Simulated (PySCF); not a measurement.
# Electron correlation in I (iodine, neutral)

[Kr] 4d10 5s1 5p5 6s1, high-spin 4P determinant (an excited configuration). Computed with PySCF 2.14 in aug-cc-pwCVTZ-DK3 with one added diffuse shell each of s, p, d, f type (11s10p8d5f1g, 125 functions), with scalar relativity by spin-free X2C-1e. Frozen: [Ar] 3d10; 25 electrons correlated.

MP2 pair energies summed by pair of shells (mhartree):

```csv
pair,energy,share (%)
4d-4d,-345.72,38.2
4d-5p,-136.92,15.1
4p-4d,-123.24,13.6
5p-5p,-110.87,12.2
4p-4p,-39.72,4.4
5p-6s,-38.71,4.3
4s-4d,-28.83,3.2
4d-5s,-22.62,2.5
4s-4p,-15.16,1.7
5s-5p,-14.75,1.6
4p-5p,-14.34,1.6
4p-5s,-4.73,0.5
4s-4s,-3.35,0.4
4d-6s,-3.16,0.3
4s-5p,-2.10,0.2
4s-5s,-0.67,0.1
4p-6s,-0.33,0.0
5s-6s,-0.23,0.0
4s-6s,-0.05,0.0
```

Total MP2 correlation energy: -905.50 mhartree.

Same-spin part -298.58 and opposite-spin part -606.92 mhartree; SCS-MP2 scales them by 1/3 and 6/5 to -827.83 mhartree.
